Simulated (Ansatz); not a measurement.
Species: C5H7Ge, charge 0, multiplicity 2. It need not be the lowest isomer of its formula. 
Coordinates optimised at B3LYP-D3(BJ)/def2-TZVP (Ansatz, an electronic-structure program):
```
C
C 1 1.3563
H 2 1.0804 1 126.42
C 1 1.4736 2 107.93 3 179.38
C 4 1.3419 1 109.85 2 0.91
H 5 1.0799 4 126.69 1 179.06
H 4 1.0810 5 126.05 6 -0.17
C 2 1.4995 3 123.68 1 -179.65
H 8 1.0969 2 111.89 3 59.68
H 8 1.0973 9 105.88 2 122.15
Ge 1 1.9279 2 126.11 3 3.10
H 11 1.5457 1 110.61 2 -24.10
H 11 1.5465 12 111.15 1 124.17
```
Charge 0, spin multiplicity 2.

Basis-set convergence of Hartree-Fock and CCSD correlation energies (hartree) with Ansatz. Correlated levels leave the core frozen unless marked. UHF or UKS for open shells. No spin-orbit coupling. Frozen are the shells of the preceding noble gas and the d and f shells that filled before the atom's block. Non-relativistic.

The UHF reference is spin-contaminated (<S^2> 0.41 over the pure value in the largest basis). 

```
basis    functions        E(HF)  E(corr, CCSD)
-------  ---------  -----------  -------------
cc-pVDZ        132  -2268.69746       -0.78933
cc-pVTZ        291  -2268.81870       -0.93517
cc-pVQZ        553  -2268.83409       -0.98073
```

Extrapolating the two largest sets (X = 3 and 4) as X^-3: E(corr) = (64·(-0.98073) - 27·(-0.93517))/37 = -1.0140 Eh, an estimate of the basis-set limit. The largest set recovers 96.7 % of it, the smallest 77.8 %.
